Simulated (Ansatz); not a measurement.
The pair A = N2 (SMILES N#N) (first 2 atoms), B = HBr (SMILES Br); geometry from B3LYP-D3(BJ)/def2-TZVP.
(charge 0, multiplicity 1):
```xyz
4

N      0.102    -0.334     0.154
N      0.104    -0.338    -0.936
Br     0.091    -0.302     4.003
H      0.096    -0.319     2.578
```

Frozen-core correlation. Filled d and f shells under p-block atoms count as core. MP2 and its Hartree–Fock in aug-cc-pVQZ are density fitted.

Programs: Ansatz (a first-principles code). 

The counterpoise-corrected interaction energy is E(AB) − E(A in the pair's basis) − E(B in the pair's basis). Total energies (hartree):

```tsv
level	AB	A in the pair's basis	B in the pair's basis
HF/aug-cc-pVTZ	-2682.0345413	-108.9860594	-2573.0487169
MP2/aug-cc-pVTZ	-2682.5927201	-109.3637923	-2573.2269395
HF/aug-cc-pVQZ	-2682.0441947	-108.9928173	-2573.0515974
MP2/aug-cc-pVQZ	-2682.6405895	-109.3927291	-2573.2457715
CCSD(T)/aug-cc-pVTZ	-2682.6350107	-109.3806978	-2573.2527066
```

**Question.** Work out the counterpoise-corrected interaction energy at the basis-set limit: extrapolate the MP2 correlation part as X⁻³, take Hartree–Fock from the larger set, and add the CCSD(T) − MP2 difference of aug-cc-pVTZ.

**Answer.** 
1. Differences (1 hartree = 627.509 kcal/mol): HF/aug-cc-pVTZ 0.147; MP2/aug-cc-pVTZ -1.248; HF/aug-cc-pVQZ 0.138; MP2/aug-cc-pVQZ -1.311; CCSD(T)/aug-cc-pVTZ -1.008.
2. Correlation parts, MP2 less HF: -1.395 in aug-cc-pVTZ (X = 3), -1.449 in aug-cc-pVQZ (X = 4).
3. Limit (4³·(-1.449) − 3³·(-1.395))/(4³ − 3³) = -1.488; with HF/aug-cc-pVQZ it gives -1.350.
4. CCSD(T) less MP2 in aug-cc-pVTZ: 0.240.
Result: -1.11 kcal/mol, against -1.25 at MP2/aug-cc-pVTZ. It is an estimate of this method's limit, not of the exact value.
